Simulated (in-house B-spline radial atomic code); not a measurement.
**Response and correlation of the indium ion In⁺**

Closed shell [Kr] 4d10 5s2. Computed with a B-spline radial code for spherical atoms: Dirac-Hartree-Fock, relativistic RPA (time-dependent Dirac-Hartree-Fock) for the response and second-order many-body perturbation theory for correlation, no-pair Dirac-Coulomb Hamiltonian, finite nucleus.

Command:
```bash
python run_mb.py task.json out
```
Settings (nuclear radius in fm, box in bohr, cutoff in hartree):
```
basis_form          2
Z                   49
core_configuration  [Kr] 4d10 5s2
rms_radius          4.6156
mass_number         115
speed_of_light      137.036
box_radius          25.846
lmax                7
intervals           65
virtual_cutoff      60025.0
```

Run time, properties included: 12 s on 1 thread of Arm Neoverse V1, on a shared host.

```tsv
multipole (bohr³, bohr⁵, bohr⁷)	uncoupled	coupled RPA
dipole	25.745	?
quadrupole	107.44	150.02
octupole	1232.1	1645
```

Task: What is the coupled dipole polarisability?

Result: 29.601 atomic units, +15 % against the uncoupled value.

Task: Which subshells carry the dipole polarisability?

Result: 5s1/2 99.3 %, 4d5/2 0.5 %, 4d3/2 0.3 %.

Task: What does the dipole shielding factor come to?

Result: The dipole shielding factor is 0.979, against the exact N/Z = 48/49 = 0.980 of the non-relativistic theorem.

Dipole polarisability at imaginary frequency:

```csv
u (Eh),α(iu) (bohr³)
0,29.6
0.0566,28.39
0.141,23.56
0.283,15.33
0.424,10.48
0.566,7.755
0.849,5.055
1.13,3.74
1.41,2.949
1.98,2.006
2.83,1.278
4.24,0.7189
5.66,0.4595
8.49,0.2383
14.1,0.1038
28.3,0.03347
```

Task: What dispersion coefficients follow for two such ions (the dispersion part alone)?

Result: C6 = (3/π)∫α(iu)²du = 211.2 hartree·bohr⁶ and C8 = 6460 hartree·bohr⁸.

Lowest J = 1 odd-parity excitations:

| energy (eV) | oscillator strength | leading channel | weight |
| --- | --- | --- | --- |
| 3.4187 | 0.00171 | 5s1/2 → p1/2 | 0.72 |
| 6.9297 | 1.63 | 5s1/2 → p3/2 | 0.701 |
| 11.928 | 0.000564 | 5s1/2 → p1/2 | 0.782 |
| 12.269 | 0.00179 | 5s1/2 → p3/2 | 0.779 |
| 14.239 | 0.000404 | 5s1/2 → p1/2 | 0.802 |
| 14.367 | 0.000715 | 5s1/2 → p3/2 | 0.801 |
| 15.577 | 0.00046 | 5s1/2 → p1/2 | 0.813 |
| 15.686 | 0.00259 | 5s1/2 → p3/2 | 0.812 |

For an outer ns² shell RPA puts the lowest triplet far too low, and second order misses the ns²-np² near-degeneracy.

Second-order correlation energy by the highest angular momentum of the excited pair (hartree): s -0.02524, p -0.2595, d -0.7209, f -1.107, g -0.35, h -0.1534, i -0.06992, k -0.03577.

Task: What is the second-order correlation energy at the partial-wave limit?

Result: The listed waves sum to -2.722 hartree; extrapolating the increments as (l + 1/2)⁻⁴ gives -2.7951 hartree, -1.58 eV per electron.
